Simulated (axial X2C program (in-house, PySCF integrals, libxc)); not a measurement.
## Ionising Ge₂

Calculated with an in-house all-electron X2C program for linear molecules (integrals from PySCF), spin-free (one-electron X2C) or two-component (2c: spin–orbit coupling with atomic mean-field Coulomb and Gaunt terms, which also bring small scalar terms), in Dyall basis sets with cores contracted in-house; open shells are unrestricted.

Basis sets: Ge dyall-cv3z. Frozen shells (counts by l): Ge₂ Ge 3s2p1d, 8 electrons correlated; Ge₂⁺ Ge 3s2p1d, 7 electrons correlated. Coupled cluster in natural virtuals with an MP2 remainder. Where the outer core of a metal is frozen, bonds come out longer and ionisation energies lower.

```tsv
Hamiltonian	level	Ge₂ state	Re (Å)	ωe (cm⁻¹)	De (eV)
spin-free	HF	M_S = 1, Λ = 0	2.343	323.2	1.30
spin-free	PBE0	M_S = 1, Λ = 0	2.375	292.1	2.91
spin-free	MP2	M_S = 1, Λ = 0	2.391	287.6	2.57
spin-free	CCSD	M_S = 1, Λ = 0	2.385	294.0	2.49
spin-free	CCSD(T)	M_S = 1, Λ = 0	2.401	283.5	2.65
2c	PBE0	Ω = 1	2.376	291.2	n/a
```

Adiabatic ionisation energy (minimum to minimum, no zero-point term) and constants of Ge₂⁺:

```
Hamiltonian    level        Ge₂⁺ state  IE (eV)  Re (Å)  ωe (cm⁻¹)  De (eV)  fragments
  spin-free       HF  M_S = 3/2, Λ = 0     6.72   2.396      277.1     1.99   Ge+ + Ge
  spin-free     PBE0  M_S = 3/2, Λ = 0     7.52   2.405      258.2     3.31   Ge+ + Ge
  spin-free      MP2  M_S = 3/2, Λ = 0     7.37   2.401      271.5     2.95   Ge+ + Ge
  spin-free     CCSD  M_S = 3/2, Λ = 0     7.43   2.414      263.1     2.84   Ge+ + Ge
  spin-free  CCSD(T)  M_S = 3/2, Λ = 0     7.46   2.423      256.6     3.00   Ge+ + Ge
         2c     PBE0           Ω = 3/2     7.52   2.406      257.8      n/a   Ge+ + Ge
```

(1) Add the zero-point terms to the ionisation energy at PBE0, 2c, and say whether the electron removed was bonding.

Each entry is the lowest single determinant of a limited PBE0 search at one distance. De goes to single-determinant-based atoms at the same level (for ions the charge split of lowest energy) and is withheld (n/a) where an atom does not fit its ground term or J level. Main or longest-lived isotopes. One determinant is a doubtful description, or other states lie close, for Ge₂, Ge₂⁺; these need not be ground states, and all values refer to the states named. Some open-shell Ω = 0 determinants are out of reach, so the Ω given for Ge₂ need not be the lowest component. With several unpaired electrons the Ω given is that of one determinant, not necessarily of the lowest component. The functionals have no current term, which raises determinants with orbital currents.

## Answers

(1) IE0 = IE + (ωe⁺ − ωe)/2 = 7.52 + (-0.002) = 7.52 eV. Re changes by 0.030 Å, so the bond lengthens, as on loss of a bonding electron.
